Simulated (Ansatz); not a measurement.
Molecule: chloro(trihydroxy)silane, sum formula H3SiO3Cl (charge 0, singlet). SMILES: O[Si](O)(O)Cl
Structure (B3LYP-D3(BJ)/def2-TZVP (Ansatz, an electronic-structure program) minimum search):
```xyz
8

Si    -0.0990    -0.0832    -0.3488
Cl     0.4522     0.3800     1.5933
O     -0.8630     1.1881    -1.0101
O      1.2282    -0.4317    -1.2172
O     -1.0925    -1.3676    -0.3354
H     -0.4229     2.0418    -1.0125
H      1.8240    -1.1139    -0.8974
H     -1.8842    -1.3340     0.2074
```

CCSD(T) with Ansatz in growing basis sets, 32 correlated electrons. Valence correlation only, unless marked. UHF or UKS for open shells. No spin-orbit coupling. No relativistic terms. Costs are ratios of core time to the smallest set, on shared machines of one kind, and rough; they hold the program's checks for lower states.

```json
[
 {"basis": "cc-pV(D+d)Z", "functions": "103", "cost over smallest": "1×", "E(corr) (Eh)": "-0.8334", "electronic atomisation energy (kcal/mol)": "683.7"},
 {"basis": "cc-pV(T+d)Z", "functions": "210", "cost over smallest": "10×", "E(corr) (Eh)": "?", "electronic atomisation energy (kcal/mol)": "?"}
]
```

Q: What does the step to cc-pV(T+d)Z buy, and how does its cost grow by formal scaling?

A: Formally CCSD grows as o²v⁴ and (T) as o³v⁴; with o = 16 and v going from 74 to 181 both grow 36-fold in the last step, while integrals and the mean field grow more slowly. That step adds 251.6 mEh of correlation energy and 64.3 kcal/mol to the atomisation energy. Row: E(corr) (Eh) -1.0850, electronic atomisation energy (kcal/mol) 748.0.
